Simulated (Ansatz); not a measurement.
One change: `[NH2][InH][NH2]` becomes `[NH2][In]([NH2])[Br]`.

Ansatz, PBE0-D4/def2-TZVP geometries, multiplicity 1. Each molecule was computed in one conformer, which needn't be the lowest.

Elements past krypton have def2 core potentials. Scalar relativity is left out up to krypton.

```tsv
property	`[NH2][InH][NH2]`
zero-point energy (PBE0-D4/def2-TZVP) / kJ/mol	146.2
HOMO–LUMO gap (PBE/def2-TZVPP) / eV	4.20
size of the dipole moment (B3LYP/def2-TZVPP) / D	0.18
HOMO energy (PBE0/def2-TZVPP) / eV	-6.70
HOMO energy (ωB97M-V/def2-TZVPP) / eV	-9.06
HOMO–LUMO gap (ωB97M-V/def2-TZVPP) / eV	9.90
```

(1) What does the change do to each property? (An estimate is asked.)

## Answers

(1) Ansatz gave: 
```json
{"property": "zero-point energy (PBE0-D4/def2-TZVP) / kJ/mol", "`[NH2][In]([NH2])[Br]`": "133.7", "shift": "-12.5"}
{"property": "HOMO–LUMO gap (PBE/def2-TZVPP) / eV", "`[NH2][In]([NH2])[Br]`": "3.73", "shift": "-0.47"}
{"property": "size of the dipole moment (B3LYP/def2-TZVPP) / D", "`[NH2][In]([NH2])[Br]`": "3.43", "shift": "3.25"}
{"property": "HOMO energy (PBE0/def2-TZVPP) / eV", "`[NH2][In]([NH2])[Br]`": "-7.34", "shift": "-0.64"}
{"property": "HOMO energy (ωB97M-V/def2-TZVPP) / eV", "`[NH2][In]([NH2])[Br]`": "-9.67", "shift": "-0.61"}
{"property": "HOMO–LUMO gap (ωB97M-V/def2-TZVPP) / eV", "`[NH2][In]([NH2])[Br]`": "10.00", "shift": "0.10"}
```

With PBE0 the HOMO falls by 0.64 eV and the LUMO falls by 0.93 eV, so the gap narrows by about 0.29 eV. PBE moves the HOMO by -0.63 eV and ωB97M-V by -0.61 eV. Dipoles are sizes alone; their direction can turn.

B3LYP here is the variant with VWN-RPA as its local correlation; programs differ in this.

Spin–orbit coupling is left out; it splits and shifts lone-pair levels of the heavy atoms by tenths of an eV.
